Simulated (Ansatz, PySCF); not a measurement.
The pair A = GaH3O (SMILES [OH][GaH2]) (first 5 atoms), B = H2O (SMILES O); geometry from B3LYP-D3(BJ)/def2-TZVP.
(charge 0, multiplicity 1):
```xyz
8

O     -0.44825    -0.98186     1.02826
Ga     0.38575    -0.38299    -0.43807
H     -0.36310    -0.40265     1.80231
H      0.24031    -1.32181    -1.67654
H      1.16037     0.97719    -0.36172
O     -0.31721     0.59981     3.45197
H      0.05648     0.04446     4.14515
H     -1.22197     0.78530     3.72689
```

Frozen-core correlation. Filled d and f shells under p-block atoms count as core. MP2 and its Hartree–Fock in aug-cc-pVQZ are density fitted. Rows in 6-31G* carry no dispersion term and start afresh at each structure (6-31G* with six Cartesian d functions); the Pople sets are all-electron and without relativity.

The values were computed with Ansatz (an electronic-structure program) with Gaussian orbitals; PySCF for 6-31G* rows. 

Total energies (hartree), monomers frozen at their geometry in the pair:

| structure | HF/aug-cc-pVQZ | B3LYP/6-31G* | MP2/aug-cc-pVQZ |
|---|---|---|---|
| AB | -2076.0206965 | -2078.0791088 | -2076.6741407 |
| A in the pair's basis | -1999.9508785 | -2001.6583259 | -2000.3149445 |
| B in the pair's basis | -76.0655286 | -76.4116363 | -76.3520112 |
| A | -1999.9508617 | -2001.6577753 | -2000.3147929 |
| B | -76.0654917 | -76.4088194 | -76.3517336 |

Work out the interaction energy without and with the counterpoise correction, and the superposition error, for each level.


E(AB) − E(A) − E(B), times 627.509 kcal/mol, with the monomers in their own basis and then in the pair's basis:
- HF/aug-cc-pVQZ: -2.73 uncorrected, -2.69 corrected; the monomers gain 0.03 kcal/mol from borrowed functions
- B3LYP/6-31G*: -7.85 uncorrected, -5.74 corrected; the monomers gain 2.11 kcal/mol from borrowed functions
- MP2/aug-cc-pVQZ: -4.78 uncorrected, -4.51 corrected; the monomers gain 0.27 kcal/mol from borrowed functions
